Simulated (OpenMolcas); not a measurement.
Ru²⁺: from CASSCF to CASPT2

- Program: OpenMolcas 26.06
- Basis: ANO-R3 [8s6p5d3f2g1h]
- Scalar Hamiltonian: X2C, finite nucleus
- Active space: 6 electrons in 6 orbitals (4d 5s)
- State averaging: 2S+1 = 5 even, 30 roots; 2S+1 = 7 even, 1 root kept (CI in the orbitals of an earlier block); 2S+1 = 3 even, 127 roots kept (CI in the orbitals of an earlier block, 107 in the spin-orbit step); 2S+1 = 1 even, 102 roots kept (CI in the orbitals of an earlier block, 62 in the spin-orbit step)
- Spin-orbit coupling: RASSI with atomic mean-field integrals over the reference wave functions, term energies averaged over their components

Methods on the same reference wave functions:
A. CASSCF
B. SS-CASPT2, IPEA 0.25 Eh, imaginary shift 0.1 Eh (closed shells correlated: 4s 4p)
C. MS-CASPT2, IPEA 0.25 Eh, imaginary shift 0.1 Eh (closed shells correlated: 4s 4p)

Energies in cm⁻¹ above 4d⁶ ⁵D₄, the measured ground level; measured values from Moore, Atomic Energy Levels, vol. III, NSRDS-NBS 35 (1971 reprint of NBS Circular 467, 1958).

```json
{"Level": "4d⁶ ⁵D₄", "A": "0.0", "B": "0.0", "C": "0.0", "Measured": "0.0"}
{"Level": "4d⁶ ⁵D₃", "A": "1215", "B": "1239", "C": "1242", "Measured": "1159"}
{"Level": "4d⁶ ⁵D₂", "A": "1965", "B": "1950", "C": "1955", "Measured": "1826"}
{"Level": "4d⁶ ⁵D₁", "A": "2446", "B": "2420", "C": "2430", "Measured": "2266"}
{"Level": "4d⁶ ⁵D₀", "A": "2679", "B": "2650", "C": "2650", "Measured": "2476"}
{"Level": "4d⁵ 5s ⁷S₃", "A": "17539", "B": "24150", "C": "24170", "Measured": "27163"}
{"Level": "4d⁶ ³H₆", "A": "18615", "B": "15600", "C": "15630", "Measured": ""}
{"Level": "4d⁶ ³H₅", "A": "18985", "B": "15800", "C": "15820", "Measured": ""}
{"Level": "4d⁶ ³P₂(1)", "A": "19388", "B": "15090", "C": "15110", "Measured": ""}
{"Level": "4d⁶ ³F₃(1)", "A": "21190", "B": "17110", "C": "17130", "Measured": ""}
{"Level": "4d⁶ ³F₂(1)", "A": "21775", "B": "17650", "C": "17670", "Measured": ""}
{"Level": "4d⁶ ³P₁(1)", "A": "22879", "B": "18600", "C": "18620", "Measured": ""}
{"Level": "4d⁶ ³G₅", "A": "23068", "B": "19040", "C": "19060", "Measured": ""}
{"Level": "4d⁶ ³P₀(1)", "A": "23640", "B": "19210", "C": "19230", "Measured": ""}
{"Level": "4d⁶ ³G₄", "A": "24207", "B": "20020", "C": "20040", "Measured": ""}
{"Level": "4d⁶ ³G₃", "A": "24505", "B": "20280", "C": "20300", "Measured": ""}
{"Level": "4d⁶ ³D₂", "A": "28392", "B": "22410", "C": "22430", "Measured": ""}
{"Level": "4d⁶ ¹I₆", "A": "28448", "B": "24120", "C": "24140", "Measured": ""}
{"Level": "4d⁶ ³D₁", "A": "28473", "B": "22570", "C": "22590", "Measured": ""}
{"Level": "4d⁶ ³D₃", "A": "28706", "B": "22730", "C": "22750", "Measured": ""}
{"Level": "4d⁶ ¹G₄(1)", "A": "29814", "B": "25130", "C": "25150", "Measured": ""}
{"Level": "4d⁶ ¹S₀", "A": "33376", "B": "27520", "C": "27540", "Measured": ""}
{"Level": "4d⁵ 5s ⁵S₂", "A": "36142", "B": "37600", "C": "37620", "Measured": "41112"}
{"Level": "4d⁶ ¹D₂(1)", "A": "36594", "B": "29150", "C": "29170", "Measured": ""}
```

Deviations, from unrounded energies. A percentage is the sum of absolute deviations over the sum of measured energies, with the sign that they share, or ± where signs differ.

```tsv
Against measurement	Levels	A	B	C
mean absolute deviation (cm-1)	6	2500	1200	1200
fine structure of the ground term (%)	4	+7.5	+6.9	+7.1
other configurations (%)	2	-21.4	-9.6	-9.5
```

B, C lie about equally close to measurement and A furthest from it. The largest miss of C in the table is 4d⁵ 5s ⁵S₂, by -3500 cm-1. The ranking rests on the paired levels alone, and a cruder setting can come out closer through cancelling errors.

Between B and C the level of the table that moves most is 4d⁶ ¹G₄(1), by 25 cm-1 (lowest in B, highest in C). Moves below CASPT2's spread within the term are not significant.

The two smallest mean deviations differ by little beside CASPT2's spread within terms, so their order carries little weight.

From A to B the spin-free energies of the other terms of 4d⁶ shown, above ⁵D, scale by factors of 0.78 to 0.84, as is usual when dynamic correlation screens the repulsion within a d or f shell.

The lowest spin-free term lies below A's lowest term by 0.489 hartree in B, 0.489 hartree in C.

CASPT2 breaks the degeneracy within a term, and the mean is taken; among the terms shown or strongly mixed into the levels shown the widest spread is 1900 cm-1 (4d⁶ ¹I, C). Some high roots are left out of the spin-orbit mixing, which shifts the levels that they would mix with. Terms from blocks run as CI alone lack orbitals of their own. A single d shell beside an s shell can misplace configurations of different d count against each other. Without dynamic correlation excited terms often stand tens of per cent too high (terms of higher spin than the ground term too low), and those without a measured partner can miss by more than the paired ones (holds for A). Blocks of more than 70 roots (2S+1 = 3 even) ran without multistate coupling (holds for C). The CASPT2 spread within a term exceeds the gap to the next term for 4d⁶ ³D and 4d⁶ ¹I, 4d⁶ ¹I and 4d⁶ ¹G(1), 4d⁶ ¹G(1) and 4d⁵ 5s ⁷S, so the order of their levels is uncertain (holds for C). Measured partners are found by configuration, term and J. A level has none where our copy of the source lacks it or the pairing is in doubt (some pairs that miss far off the trend of their configuration count as doubtful), and it then counts in no deviation. Only configurations of the active space appear. The table leaves out levels that lie high or whose names do not pair safely across all columns.

A number in round brackets counts repeated terms of one configuration in the order of the reference energies.
